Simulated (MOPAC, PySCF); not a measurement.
System: H3Si (cation, charge +1), singlet: umbrella (inversion) coordinate, bond length relaxed. Scanned: angle between the Si-H bonds and the threefold axis (90 = planar). Other coordinates (Si-H bond length) were minimised at B3LYP/def2-TZVP.

Cartesian coordinates as functions of the variables (Å; names that start with a are angles):
```
Si  0  0  0
H  r*sin(a)*cos(0*2*pi/3+0)  r*sin(a)*sin(0*2*pi/3+0)  0+r*cos(a)
H  r*sin(a)*cos(1*2*pi/3+0)  r*sin(a)*sin(1*2*pi/3+0)  0+r*cos(a)
H  r*sin(a)*cos(2*2*pi/3+0)  r*sin(a)*sin(2*2*pi/3+0)  0+r*cos(a)
```

- B3LYP/cc-pVTZ (PySCF)
- PBE/cc-pVTZ (PySCF)
- PM3, restricted, heats of formation (MOPAC)
- RKS-B3LYP/6-31G* = restricted B3LYP/6-31G*, spherical d in PySCF
- MP2 on RHF/cc-pVTZ, 5 core orbitals frozen (PySCF)
- CCSD(T) on RHF/cc-pVTZ, 5 core orbitals frozen (PySCF)

Energies in eV, each method relative to its own lowest point.

```tsv
a / °	B3LYP	PBE	PM3	RKS-B3LYP/6-31G*	MP2	CCSD(T)
90	0.000	0.000	0.000	0.000	0.000	0.000
93	0.021	0.020	0.015	0.021	0.022	0.021
96	0.084	0.079	0.061	0.083	0.089	0.086
99	0.190	0.179	0.138	0.188	0.201	0.193
102	0.339	0.319	0.245	0.336	0.359	0.343
105	0.532	0.501	0.384	0.527	0.562	0.537
108	0.770	0.724	0.554	0.763	0.811	0.775
111	1.053	0.992	0.755	1.045	1.109	1.059
114	1.385	1.304	0.989	1.375	1.455	1.388
117	1.767	1.663	1.255	1.756	1.852	1.764
120	2.201	2.072	1.552	2.189	2.301	2.189
123	2.690	2.533	1.879	2.679	2.805	2.665
126	3.239	3.050	2.232	3.231	3.365	3.192
129	3.851	3.627	2.606	3.848	3.985	3.773
132	4.531	4.268	2.994	4.539	4.668	4.409
```
